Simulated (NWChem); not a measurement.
# CF$_{3}$ cation

```xyz
4

F      0.8684     0.8684     0.0000
C      0.0000     0.0000     0.0000
F     -1.1863     0.3179     0.0000
F      0.3179    -1.1863     0.0000
```
Atoms are numbered in this order, from 1.

Computed with NWChem. Pople sets run with spherical d functions. Geometry: optimised at PBE0/def2-SVP.

Problem. Taking B3LYP/6-311++G** as the yardstick, which of these has the fewest basis functions while keeping “highest occupied level (eV)” within 0.05 eV of it: B3LYP/6-31+G*; B3LYP/STO-3G; B3LYP/6-31G*; B3LYP/6-311G**; B3LYP/3-21G?

Solution. B3LYP/6-31+G*.
| level | basis functions | highest occupied level (eV) |
|---|---|---|
| B3LYP/STO-3G | 20 | -18.47 |
| B3LYP/3-21G | 36 | -21.44 |
| B3LYP/6-31G* | 56 | -21.25 |
| B3LYP/6-31+G* | 72 | -21.53 |
| B3LYP/6-311G** | 72 | -21.45 |
| B3LYP/6-311++G** | 88 | -21.54 |

The yardstick is one finite set, not the basis-set limit.
